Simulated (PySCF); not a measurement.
Compound: C4H9PSi (charge +1 and doublet state).
Cartesian coordinates in Å at the GFN2-xTB level; atoms count from 1:
```xyz
15
C4H9PSi angstrom
C     -2.611    0.109    0.378
C     -1.756   -0.808   -0.499
C     -0.402   -0.358   -0.589
C      0.735    0.069   -0.665
Si     2.434    0.726   -0.821
P      3.129   -0.412    1.149
H     -3.624   -0.278    0.424
H     -2.645    1.114   -0.035
H     -2.213    0.164    1.388
H     -1.756   -1.828   -0.099
H     -2.175   -0.857   -1.510
H      3.258    0.123   -1.860
H      2.606    2.128   -0.466
H      2.796   -1.755    1.021
H      2.219   -0.142    2.164
```

The hyperfine couplings belong to this conformer and change with its torsions.

Identity: `[PH2+][SiH2]C#CCC` [radical] (charge +1).

The calculation used PySCF, UKS B3LYP, pcH-1 on C H P Si, non-relativistic, mean-field spin-orbit, GIAO. One conformer (not necessarily the lowest) at the GFN2-xTB geometry, without solvent, vibrations or thermal averaging. A GFN2-xTB geometry isn't a minimum of the functional, and hyperfine couplings can be far from their values at a DFT geometry, by a factor of two or more for some ions and for spin on atoms past the first row. No stability test was run, so a lower SCF solution isn't excluded.

Principal values of hyperfine tensors in MHz (contact, dipolar and spin–orbit terms together), for some of the nuclei:

```csv
atom,isotope,A1,A2,A3
P6,31P,198.47,215.65,969.89
C4,13C,33.35,35.59,66.24
H11,1H,38.89,39.84,44.60
H10,1H,38.67,40.36,43.56
C3,13C,-3.34,-2.48,47.86
Si5,29Si,-10.83,8.49,9.63
H12,1H,-0.76,0.31,4.73
H15,1H,-10.92,1.95,13.16
```

**Question.** Split each tensor into its isotropic and traceless parts, and turn a_iso into mT with g = 2.0061.

**Answer.** a_iso is a third of the trace, T = A − a_iso, and a(mT) = a(MHz)/(g × 13.996). The tensors hold a spin–orbit part: the run splits a_iso into a_FC + a_SO, and T includes its anisotropic share.

```tsv
atom	a_iso (MHz)	a_FC	a_SO	a_iso (mT)	T1	T2	T3
P6	461.34	463.03	-1.70	16.431	-262.87	-245.68	508.55
C4	45.06	45.00	0.06	1.605	-11.71	-9.47	21.18
H11	41.11	41.11	0.00	1.464	-2.22	-1.27	3.49
H10	40.86	40.86	0.00	1.455	-2.19	-0.50	2.69
C3	14.01	14.02	-0.01	0.499	-17.35	-16.49	33.84
Si5	2.43	2.47	-0.04	0.087	-13.26	6.06	7.20
H12	1.43	1.43	0.00	0.051	-2.19	-1.12	3.30
H15	1.40	1.32	0.08	0.050	-12.32	0.55	11.76
```

**Question.** What spin density at the nucleus of H10 lies behind its contact coupling (g_N = 5.58569)?

**Answer.** a_FC = (2μ0/3) gₑ μB g_N μN ρ(0)/(2S·h) = 800.24 MHz × g_N × ρ(0)/(2S), with ρ in bohr⁻³. With a_FC = 40.86 MHz and 2S = 1, ρ(0) = 0.009142 bohr⁻³. In magnitude that is 2.9 % of the 1/π = 0.318 of a free hydrogen atom.

**Question.** C2 (13C, g_N = 1.40482) isn't in the table. Its spin density at the nucleus is -0.006294 bohr⁻³. What is its contact coupling?

**Answer.** By the same relation, a_FC = -7.08 MHz. Its full tensor has the principal values -8.87, -7.87, -4.48 MHz.

**Question.** Which nucleus of the table has the largest anisotropic coupling, and what is its form?

**Answer.** P6: -262.9, -245.7, 508.6 MHz (the dipolar term alone has -260.4, -246.6, 507.0), nearly axial, close to the ratio −1:−1:+2, the form that spin in one p orbital centred on that nucleus gives.
